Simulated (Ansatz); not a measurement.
A search over several starts for the lowest SCF solution of the cluster AgSe₂⁻ at the given spin, in a small basis.

```yaml
crystal:
  periodic: [false, false, false]
  atoms:
    - {symbol: Ag, position_ang: [-0.507139, 1.712272, 0.908673]}
    - {symbol: Se, position_ang: [-0.218711, -1.870699, -0.306203]}
    - {symbol: Se, position_ang: [0.725850, 0.158427, -0.602470]}
basis:
  gaussian: {orbitals: def2-SVP}
total_charge: -1
hamiltonian: {xc: pbe0, dispersion: d4}
output: {orbitals: {seedname: orbitals}}
```

```sh
$ ansatz run in.yaml --threads 4 --pin off --events-out ev --progress --plain --max-ram 3916MiB
```

Output, abridged:

```
Functional definition: PBE0
942 factors; integrals over basis functions are off by at most 7.2e-4 eV
mean field evaluation 1: about -134667.0025 eV, gradient 2.3e1 eV
mean field evaluation 2: about -134644.8924 eV, gradient 6.7e1 eV
mean field evaluation 4: about -134668.7077 eV, gradient 4.8e0 eV
mean field evaluation 8: about -134668.8069 eV, gradient 3.2e-1 eV
mean field evaluation 16: about -134668.8073 eV, gradient 2.6e-4 eV
mean field evaluation 32: about -134665.6068 eV, gradient 5.2e-4 eV
mean field -134668.80733008 eV, -4948.9873875842 hartree, gradient 3.9e-5 eV, S^2 0.000000; 4 other end points of the search recorded, 0 dependent functions left out
reference -134668.80735459 eV, -4948.9873884851 hartree; 44, 44 occupied and 51, 51 virtual orbitals, 942 factors
Total energy: -134668.91550856 eV, -4948.9913630703 hartree
```

It took 3.4 s on 4 threads of Arm Neoverse V2 on a shared host.

In the def2 sets Ag takes a core potential; there is no spin–orbit coupling. A triplet lies near this restricted singlet, and broken spin symmetry wasn't tried. The highest occupied level of the charge -1 singlet lies above zero (up to 0.12 eV). By energy differences its removal costs 1.75 eV (vertical, to the charge 0 doublet, at PBE0-D4/def2-TZVPD). The structure comes from a short search, and lower isomers may exist.
